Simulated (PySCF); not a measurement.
C$_{3}$H$_{10}$B$_{3}$O$_{3}$ (SMILES CB1OB(C)[OH+]B(C)O1), charge +1, singlet, geometry from GFN2-xTB; B3LYP/STO-3G (PySCF).

Input for PySCF:
```python
from pyscf import gto, scf, dft

mol = gto.M(
    atom='''
C     1.550175    2.523767    0.431863
B     0.744414    1.206394    0.211466
O    -0.632979    1.197699    0.084709
B    -1.407641    0.152811   -0.107211
C    -2.965982    0.147971   -0.236534
O    -0.692564   -1.127495   -0.190464
B     0.769113   -1.194193   -0.069156
C     1.466271   -2.589119   -0.183227
O     1.353487   -0.030897    0.118337
H     1.625321    3.082864   -0.500519
H     2.562706    2.341066    0.776648
H     1.053997    3.190038    1.132867
H    -3.430491    0.350781    0.728127
H    -3.308962    0.948058   -0.888685
H    -3.381499   -0.785807   -0.605028
H    -1.194213   -1.942119   -0.328085
H     0.786909   -3.435163   -0.127374
H     2.222421   -2.714809    0.588516
H     2.008043   -2.670129   -1.125227
''',
    basis='sto-3g',
    charge=1,
    spin=0,
    verbose=4,
)

mf = dft.RKS(mol)
mf.xc = 'b3lyp'
mf.DIIS = scf.EDIIS
mf.kernel()
```

It wrote (shortened):

```
PySCF version 2.14.0

[INPUT] verbose = 4
[INPUT] num. atoms = 19
[INPUT] num. electrons = 66
[INPUT] charge = 1
[INPUT] spin (= nelec alpha-beta = 2S) = 0
[INPUT] symmetry False subgroup None
[INPUT] Mole.unit = angstrom
[INPUT] Symbol           X                Y                Z      unit          X                Y                Z       unit  Magmom
[...]
nuclear repulsion = 426.740109707461
number of shells = 37
number of NR pGTOs = 165
number of NR cGTOs = 55
basis = sto-3g
ecp = {}

******** <class 'pyscf.dft.rks.RKS'> ********
method = RKS
initial guess = minao
damping factor = 0
level_shift factor = 0
DIIS = <class 'pyscf.scf.diis.EDIIS'>
diis_start_cycle = 1
diis_space = 8
diis_damp = 0
SCF conv_tol = 1e-09
SCF conv_tol_grad = None
SCF max_cycles = 50
direct_scf = True
direct_scf_tol = 1e-13
XC library pyscf.dft.libxc version 7.1.2
    S. Lehtola, C. Steigemann, M. J. T. Oliveira, and M. A. L. Marques,  SoftwareX 7, 1–5 (2018)
XC functionals = b3lyp
    P. J. Stephens, F. J. Devlin, C. F. Chabalowski, and M. J. Frisch,  J. Phys. Chem. 98, 11623 (1994)
radial grids:
    Treutler-Ahlrichs [JCP 102, 346 (1995); DOI:10.1063/1.469408] (M4) radial grids

becke partition: Becke, JCP 88, 2547 (1988); DOI:10.1063/1.454033
pruning grids: <function nwchem_prune>
grids dens level: 3
symmetrized grids: False
atomic radii adjust function: <function treutler_atomic_radii_adjust>
small_rho_cutoff = 0
Set gradient conv threshold to 3.16228e-05
Initial guess from minao.
tot grids = 224824
init E= -416.778080530235
[...]
cycle= 1 E= -415.077532764638  delta_E=  1.7  |g|= 0.777  |ddm|= 5.44
[...]
cycle= 2 E= -414.903568144447  delta_E= 0.174  |g|= 1.18  |ddm|= 2.23
[...]
cycle= 3 E= -415.253211790207  delta_E= -0.35  |g|= 0.257  |ddm|= 1.54
[...]
cycle= 4 E= -415.253211789234  delta_E= 9.72e-10  |g|= 0.257  |ddm|= 9.62e-09
[...]
cycle= 5 E= -415.253211788619  delta_E= 6.16e-10  |g|= 0.257  |ddm|= 6.12e-09
[...]
cycle= 6 E= -415.25321180674  delta_E= -1.81e-08  |g|= 0.257  |ddm|= 1.8e-07
[...]
cycle= 7 E= -415.253211789332  delta_E= 1.74e-08  |g|= 0.257  |ddm|= 1.73e-07
[...]
cycle= 8 E= -415.253211792895  delta_E= -3.56e-09  |g|= 0.257  |ddm|= 3.53e-08
[...]
cycle= 9 E= -415.253211789072  delta_E= 3.82e-09  |g|= 0.257  |ddm|= 3.79e-08
[...]
cycle= 10 E= -415.23844613426  delta_E= 0.0148  |g|= 0.342  |ddm|= 0.306
[...]
cycle= 11 E= -415.222435646774  delta_E= 0.016  |g|= 0.428  |ddm|= 0.859
[...]
[...]
[...]
cycle= 23 E= -415.273042318439  delta_E= 4.84e-11  |g|= 0.013  |ddm|= 2.58e-07
[...]
cycle= 24 E= -415.273042318497  delta_E= -5.8e-11  |g|= 0.013  |ddm|= 2.58e-07
[...]
cycle= 25 E= -415.273042318611  delta_E= -1.14e-10  |g|= 0.013  |ddm|= 1.96e-08
[...]
cycle= 26 E= -415.273042318171  delta_E= 4.4e-10  |g|= 0.013  |ddm|= 8.14e-08
[...]
cycle= 27 E= -415.27240581176  delta_E= 0.000637  |g|= 0.0497  |ddm|= 0.0425
[...]
cycle= 28 E= -415.271756636912  delta_E= 0.000649  |g|= 0.0678  |ddm|= 0.102
[...]
cycle= 29 E= -415.272677594485  delta_E= -0.000921  |g|= 0.0383  |ddm|= 0.12
[...]
cycle= 30 E= -415.273042858227  delta_E= -0.000365  |g|= 0.0127  |ddm|= 0.0351
[...]
cycle= 31 E= -415.273042860574  delta_E= -2.35e-09  |g|= 0.0127  |ddm|= 4.47e-07
[...]
cycle= 32 E= -415.273042860307  delta_E= 2.67e-10  |g|= 0.0127  |ddm|= 4.39e-08
[...]
cycle= 33 E= -415.273042860204  delta_E= 1.03e-10  |g|= 0.0127  |ddm|= 1.88e-08
[...]
cycle= 34 E= -415.273042860281  delta_E= -7.64e-11  |g|= 0.0127  |ddm|= 3.54e-08
[...]
cycle= 35 E= -415.273042860314  delta_E= -3.27e-11  |g|= 0.0127  |ddm|= 2.31e-08
[...]
cycle= 36 E= -415.272976186148  delta_E= 6.67e-05  |g|= 0.02  |ddm|= 0.0147
[...]
cycle= 37 E= -415.272862032585  delta_E= 0.000114  |g|= 0.0281  |ddm|= 0.0515
[...]
cycle= 38 E= -415.273066239007  delta_E= -0.000204  |g|= 0.00917  |ddm|= 0.0423
[...]
cycle= 39 E= -415.273066255008  delta_E= -1.6e-08  |g|= 0.00916  |ddm|= 4.6e-06
[...]
cycle= 40 E= -415.27306623706  delta_E= 1.79e-08  |g|= 0.00917  |ddm|= 5.01e-06
[...]
cycle= 41 E= -415.273066238215  delta_E= -1.15e-09  |g|= 0.00917  |ddm|= 2.73e-07
[...]
cycle= 42 E= -415.273066238164  delta_E= 5.08e-11  |g|= 0.00917  |ddm|= 1.33e-08
[...]
cycle= 43 E= -415.273066238171  delta_E= -7.05e-12  |g|= 0.00917  |ddm|= 5.51e-09
[...]
cycle= 44 E= -415.273060187175  delta_E= 6.05e-06  |g|= 0.0103  |ddm|= 0.00146
[...]
cycle= 45 E= -415.273064295515  delta_E= -4.11e-06  |g|= 0.00937  |ddm|= 0.0126
[...]
cycle= 46 E= -415.273052377526  delta_E= 1.19e-05  |g|= 0.0114  |ddm|= 0.0232
[...]
cycle= 47 E= -415.27308922312  delta_E= -3.68e-05  |g|= 0.00116  |ddm|= 0.0145
[...]
cycle= 48 E= -415.273089223245  delta_E= -1.24e-10  |g|= 0.00116  |ddm|= 3.39e-07
[...]
cycle= 49 E= -415.273089223167  delta_E= 7.81e-11  |g|= 0.00116  |ddm|= 1.77e-07
[...]
cycle= 50 E= -415.273089223074  delta_E= 9.21e-11  |g|= 0.00116  |ddm|= 3.58e-07
SCF not converged.
SCF energy = -415.273089223074
```

The run did not converge; its last values are not results.
